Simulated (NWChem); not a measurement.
**Atomisation of C2H2Br2**

SMILES: Br/C=C\Br
```xyz
6

Br    -1.7533     0.0000     0.2749
C     -0.6664     0.0000    -1.2395
C      0.6664     0.0000    -1.2395
Br     1.7533     0.0000     0.2749
H     -1.2151     0.0000    -2.1840
H      1.2151     0.0000    -2.1840
```
Charge 0, spin multiplicity 1.

The numbers come from NWChem runs, not from measurements. Structure: optimised with PBE0/def2-SVP, a minimum by its harmonic frequencies.

Basis set: def2-TZVP. The atomisation energy is electronic alone: no zero-point, thermal, spin-orbit or counterpoise terms. No value is extrapolated to the basis-set limit. Free atoms are single determinants with multiplicities Br 2, C 3, H 2.

The Hamiltonian is non-relativistic. B3LYP has NWChem's definition, with VWN1-RPA local correlation. The structure started from a generated list of species. No SCF solution was tested for a lower state.

Question: Order these methods by the atomisation energy they give, lowest first: B3LYP, PBE0, BLYP, PBE, BHandHLYP.

Answer: BHandHLYP (468.2 kcal/mol), B3LYP (487.9 kcal/mol), BLYP (488.9 kcal/mol), PBE0 (501.5 kcal/mol), PBE (515.5 kcal/mol)
